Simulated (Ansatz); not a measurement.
Species: sum formula SOF2, charge 1, multiplicity 2. 
Coordinates optimised at B3LYP-D3(BJ)/def2-TZVP (Ansatz, a quantum-chemistry and plane-wave program):
```
S
O 1 1.4254
F 1 1.5198 2 114.11
F 1 1.5198 2 114.11 3 -113.77
```
Charge +1, spin multiplicity 2.

Basis-set convergence of Hartree-Fock and CCSD(T) correlation energies (hartree) with Ansatz. Valence correlation only, unless marked. UHF or UKS for open shells. Spin-orbit coupling is left out. No relativistic terms.

```tsv
basis	functions	E(HF)	E(corr, CCSD(T))
cc-pV(D+d)Z	65	-670.80499	-0.71613
cc-pV(T+d)Z	129	___	___
```

Question: What belongs in the gaps?

Answer: 
- cc-pV(T+d)Z, E(HF): -670.95711
- cc-pV(T+d)Z, E(corr, CCSD(T)): -0.93125
